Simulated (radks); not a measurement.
Q: Isoelectronic series with 19 electrons, all held in the configuration [Ar] 4s1, which need not be the ground one along the series. Calculated with a radial shooting solver on a logarithmic mesh with Libxc functionals: Dirac Kohn-Sham, LDA (Slater exchange, Perdew-Wang correlation), spin-unpolarised, spherical densities, finite nucleus; Fermi nuclear charge, rms radius of each element as measured or else 0.836 A^(1/3) + 0.57 fm. Total energies (hartree) and mean radii <r> (bohr):

ion    E (hartree)   4s1/2   3p3/2   3p1/2
K       -600.56100   4.902   1.441   1.432
Ca+     -678.45756   3.562   1.271   1.263
Sc2+    -761.46355   2.925   1.141   1.134
Ti3+    -849.57571   2.520   1.037   1.030
V4+     -942.79837   2.229  0.9515  0.9449
Cr5+   -1041.13967   2.007  0.8799  0.8734
Mn6+   -1144.61037   1.830  0.8188  0.8124
Fe7+   -1253.22321   1.684  0.7660  0.7596
Co8+   -1366.99233   1.562  0.7198  0.7135
Ni9+   -1485.93351   1.457  0.6790  0.6727
Cu10+  -1610.06295   1.366  0.6428  0.6364
Zn11+  -1739.39913   1.287  0.6102  0.6039
Ga12+  -1873.96073   1.216  0.5809  0.5745
Ge13+  -2013.76782   1.153  0.5543  0.5479
As14+  -2158.84187   1.096  0.5301  0.5236
Se15+  -2309.20456   1.045  0.5079  0.5013
Br16+  -2464.87932  0.9988  0.4876  0.4808
Kr17+  -2625.89017  0.9562  0.4688  0.4620
Rb18+  -2792.26246  0.9172  0.4514  0.4445
Sr19+  -2964.02231  0.8813  0.4352  0.4282
Zr21+  -3323.81534  0.8172  0.4062  0.3990

Estimate the row of Nb22+.

A: E (hartree) -3511.90588; 4s1/2 0.7885; 3p3/2 0.3930; 3p1/2 0.3857.
